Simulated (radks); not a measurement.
Spherical quantum dot in the effective-mass picture: electrons in a parabolic well V = omega^2 r^2 / 2 with omega = 0.109, with a point charge +2 (a donor) at the centre, all in effective atomic units (hartree* = m*/eps^2 hartree, bohr* = eps/m* bohr), one dielectric constant everywhere. Method: non-relativistic Kohn-Sham, exchange-only LDA, spin-polarised, spherical densities; computed with a radial shooting solver with Libxc functionals. Levels are named by radial order and angular momentum (1s, 1p, 1d, 2s, ...), and open shells are averaged over m. Results are scaled to m* = 0.305 and eps = 13.4, for which hartree* = 46.22 meV and bohr* = 2.325 nm.

N = 25, configuration 1s2 1p6 1d10 2s2 1f(up 5, down 0). This is the lowest configuration that the search found. Occupied levels:

level    occupation  eigenvalue (meV)  <r> (nm)
1s down           1            100.14     2.283
1s up             1            100.31     2.258
2s up             1            122.52     20.51
2s down           1            122.63     16.30
1p up             3            123.22     21.72
1p down           3            123.69     18.10
1d up             5            124.42     23.36
1d down           5            125.40     21.61
1f up             5            125.92     24.54

Energy (meV): total 1603.63, kinetic 194.11, external 46.700, Hartree 1510.7, exchange-correlation -147.89.
